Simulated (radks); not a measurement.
The numbers below are computed, except where a source is named.
Ionisation of the titanium ion Ti+, [Ar] 3d2 4s1, to Ti2+, [Ar] 3d2, under several functionals. Scalar-relativistic Kohn-Sham, spin-polarised, spherical densities, point nucleus; open shells are filled with parallel spins first; a radial shooting solver on a logarithmic mesh with Libxc functionals.

\begin{tabular}{lrrrrrr}
functional & E(Ti+) (hartree) & Exc (hartree) & IE (eV) & -e(HOMO) (eV) & <r> HOMO (bohr) & IE error (eV) \\ \hline
LDA (Slater exchange, Perdew-Wang correlation) & -851.49560 & -39.92562 & 14.260 & 11.126 & 3.108 & +0.684 \\
exchange-only B88 & -852.70801 & -41.16151 & 13.798 & 10.672 & 3.153 & +0.223 \\
PBE & -853.34546 & -41.81974 & 14.068 & 10.940 & 3.131 & +0.493 \\
OLYP & -853.69278 & -42.20958 & 13.667 & 10.631 & 3.135 & +0.092 \\
HCTH/407 & -853.78510 & -42.32561 & 13.697 & 10.880 & 3.118 & +0.121 \\
LDA (Slater exchange, Perdew-Zunger correlation) & -851.49057 & -39.91985 & 14.251 & 11.120 & 3.110 & +0.675 \\
B86b exchange with PBE correlation & -853.58443 & -42.06466 & 14.099 & 10.969 & 3.127 & +0.523 \\
revPBE & -853.47590 & -41.95436 & 13.958 & 10.888 & 3.134 & +0.382 \\
\end{tabular}

NIST Atomic Spectra Database: 13.576 eV (measured). Closest: OLYP. The Delta-SCF values span 0.59 eV, the total energies 2.29 hartree. The highest occupied level is 4s. Open shells are spherical and high-spin; term and fine-structure splittings are not resolved.
